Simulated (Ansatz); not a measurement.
Start from `C[SiH2]OCO` and change one atom or group to get `C[SiH2]OB[SiH3]`.

Ansatz, PBE0-D4/def2-TZVP geometries, multiplicity 1. Each molecule was computed in one conformer, which needn't be the lowest.

```tsv
property	`C[SiH2]OCO`
HOMO–LUMO gap (ωB97M-V/def2-TZVPP) / eV	12.94
HOMO energy (PBE/def2-TZVPP) / eV	-6.66
size of the dipole moment (B3LYP/def2-TZVPP) / D	1.08
HOMO energy (B3LYP/def2-TZVPP) / eV	-8.01
LUMO energy (PBE0/def2-TZVPP) / eV	0.81
LUMO energy (ωB97M-V/def2-TZVPP) / eV	2.33
```

(1) What does the change do to each property? (Estimate.)

Results:

(1) Ansatz gave: 
```tsv
property	`C[SiH2]OB[SiH3]`	shift
HOMO–LUMO gap (ωB97M-V/def2-TZVPP) / eV	10.45	-2.49
HOMO energy (PBE/def2-TZVPP) / eV	-6.23	0.43
size of the dipole moment (B3LYP/def2-TZVPP) / D	2.31	1.23
HOMO energy (B3LYP/def2-TZVPP) / eV	-7.31	0.70
LUMO energy (PBE0/def2-TZVPP) / eV	-1.17	-1.98
LUMO energy (ωB97M-V/def2-TZVPP) / eV	0.77	-1.56
```

With PBE0 the HOMO rises by 0.73 eV and the LUMO falls by 1.98 eV, so the gap narrows by about 2.71 eV. PBE moves the HOMO by 0.43 eV and ωB97M-V by 0.92 eV. Dipoles are sizes alone; their direction can turn.

B3LYP here is the variant with VWN-RPA as its local correlation; programs differ in this.
